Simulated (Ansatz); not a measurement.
Single points on (KCl)4 cube (K4Cl4).

```yaml
crystal:
  periodic: [false, false, false]
  atoms:
    - {symbol: Cl, position_ang: [-2.614737, 0.110794, -0.455680]}
    - {symbol: Cl, position_ang: [0.654701, 1.799180, 1.841365]}
    - {symbol: Cl, position_ang: [1.313747, 0.517478, -2.250065]}
    - {symbol: Cl, position_ang: [0.646355, -2.427412, 0.864366]}
    - {symbol: K, position_ang: [-0.614210, 2.306606, -0.821574]}
    - {symbol: K, position_ang: [-1.248369, -0.491881, 2.138138]}
    - {symbol: K, position_ang: [2.484691, -0.105091, 0.433199]}
    - {symbol: K, position_ang: [-0.622178, -1.709675, -1.749749]}
basis:
  gaussian: {orbitals: def2-TZVP, initial_orbitals: start.molden}
hamiltonian: {xc: {name: CAM-B3LYP}, dispersion: d4}
scf: {omitted_lower_state_checks: [starts]}
output: {orbitals: {seedname: orbitals}}
```

The file start.molden holds the orbitals of an earlier run on this structure, at another level or in another basis.

```sh
$ ansatz run in.yaml --threads 4 --pin off --events-out ev --progress --plain --max-ram 4787MiB
```

Output, abridged:

```
Functional definition: CAM-B3LYP
2352 factors; their error is unknown
607 factors; integrals over basis functions are off by at most 3.3e-5 eV
the host lacks memory for fits, so the integrals are decomposed
2128 factors; integrals over basis functions are off by at most 7.8e-4 eV
607 factors; integrals over basis functions are off by at most 3.3e-5 eV
mean field evaluation 1: about -115409.2850 eV, gradient 1.1e1 eV
mean field evaluation 2: about -115409.3817 eV, gradient 9.9e-2 eV
mean field evaluation 4: about -115409.4501 eV, gradient 3.5e-4 eV
mean field -115409.45005911 eV, -4241.2190623373 hartree, gradient 2.3e-5 eV, S^2 0.000000; 0 other end points of the search recorded, 0 dependent functions left out
reference -115409.45025945 eV, -4241.2190696997 hartree; 72, 72 occupied and 208, 208 virtual orbitals, 2128 factors
Total energy: -115409.78799941 eV, -4241.2314814144 hartree
Checks for a lower state left out: starts
```

Hardware: 4 threads of INTEL XEON PLATINUM 8581C on a shared host. Wall time 7.5 s, peak host memory 1.5 GiB.

As the first input, with `hamiltonian: {xc: pbe0, dispersion: d4}` (abridged; 8 s):

```
Functional definition: PBE0
mean field -115370.06161589 eV, -4239.7715637476 hartree, gradient 1.1e-5 eV, S^2 0.000000
Total energy: -115370.36922260 eV, -4239.7828680854 hartree
Checks for a lower state left out: starts
```

First input, but with `hamiltonian: {xc: pbe}`, `correlation: {method: rpa}` and without the key `output` (abridged; 7 s):

```
Functional definition: PBE
mean field -115360.56944808 eV, -4239.4227330146 hartree, gradient 4.6e-6 eV, S^2 0.000000
40 core orbitals not correlated: weight in the atoms' cores, before any rotation towards them, 1.000 or more for the frozen orbitals, at most 0.000 for the correlated occupied ones
Total energy: -115305.24582580 eV, -4237.3896273955 hartree
Checks for a lower state left out: starts
```

First input, but with `gaussian: {orbitals: def2-SVP, initial_orbitals: start.molden}`, `hamiltonian: {xc: pbe0, dispersion: d4}` (abridged; 2.8 s):

```
Functional definition: PBE0
mean field -115345.06286167 eV, -4238.8528764748 hartree, gradient 1.6e-5 eV, S^2 0.000000
Total energy: -115345.37048589 eV, -4238.8641814564 hartree
Checks for a lower state left out: starts
```

Geometry: PBE-D4/def2-SVP.

Correlated methods freeze 40 core orbitals; core or outer-core shells of K are correlated, in sets that lack core-valence functions.
